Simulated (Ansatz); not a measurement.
`[BH2][Al]([CH3])[CH3]` + `N=C=O` → `[CH3][Al]([CH3])[N]=C=O` + BH₃  (cleavage of the Al–B bond)

Program: Ansatz. Geometries: PBE0-D4/def2-TZVP. ΔE: electronic, gas phase. CCSD(T)/CBS adds triple-zeta CCSD(T) − MP2 to the extrapolated MP2 energy (def2 sets, frozen cores). This one scheme is used for every species. Functionals use def2-TZVPP. B3LYP here is the variant with VWN-RPA as its local correlation; programs differ in this. One conformer a species, not always the lowest.

`[BH2][Al]([CH3])[CH3]`:

Z-matrix (Å, degrees):
```
C
Al 1 1.964
H 1 1.097 2 109.6
H 1 1.095 2 111.2 3 117.3
H 1 1.093 2 114.1 3 -120.2
C 2 1.964 1 118.3 3 -74.8
B 2 2.124 1 121.0 3 105.6
H 6 1.094 2 111.9 1 31.4
H 6 1.093 2 113.6 1 154.2
H 6 1.097 2 109.5 1 -86.6
H 7 1.202 2 123.3 1 -88.9
H 7 1.202 2 123.3 1 91.1
```

`N=C=O`:

```xyz
4

N     0.742    0.093    0.163
C    -0.458   -0.045    0.173
O    -1.602   -0.171    0.324
H     1.317    0.123   -0.660
```

`[CH3][Al]([CH3])[N]=C=O`:

```xyz
12

C    -1.802    0.576    0.590
Al   -0.044    0.057   -0.049
C     0.868    0.701   -1.638
N     0.834   -1.144    0.936
C     1.422   -1.948    1.595
O     1.997   -2.735    2.239
H    -1.729    1.060    1.570
H    -2.442   -0.301    0.727
H    -2.314    1.266   -0.085
H     1.093   -0.128   -2.318
H     0.287    1.441   -2.192
H     1.830    1.154   -1.376
```

BH₃:

Z-matrix (Å, degrees):
```
B
H 1 1.193
H 1 1.193 2 120.0
H 1 1.193 2 120.0 3 180.0
```

(1) Is it downhill or uphill in electronic energy at CCSD(T)/CBS, and by how much? (An estimate is asked.)

(2) What do these levels give: BLYP-D4, B3LYP-D4, BHLYP-D4, PBE, B3LYP, r2SCANh, LC-ωPBE, CCSD/def2-SVP, CCSD/def2-TZVPP, MP2/def2-QZVPP, SCS-MP2/def2-QZVPP, HF/CBS(def2)? (An estimate is asked.)

Largest T1 diagnostic among the species: 0.018.

Answers

(1) Ansatz gave: Downhill: ΔE = -1.95 eV.

(2) The calculation gave: BLYP-D4 -1.89, B3LYP-D4 -1.96, BHLYP-D4 -2.08, PBE -1.70, B3LYP -1.94, r2SCANh -1.93, LC-ωPBE -1.88, CCSD/def2-SVP -2.01, CCSD/def2-TZVPP -1.98, MP2/def2-QZVPP -2.08, SCS-MP2/def2-QZVPP -2.07, HF/CBS(def2) -2.19 eV.

From PBE to PBE0 (25 % exact exchange), in def2-TZVPP and without D4, ΔE moves by −0.11 eV. Leaving LDA and LC-ωPBE aside and taking each functional with its dispersion term where it has one, the values, not all of them listed here, spread over 0.36 eV, from BHLYP-D4 to PBE-D4.
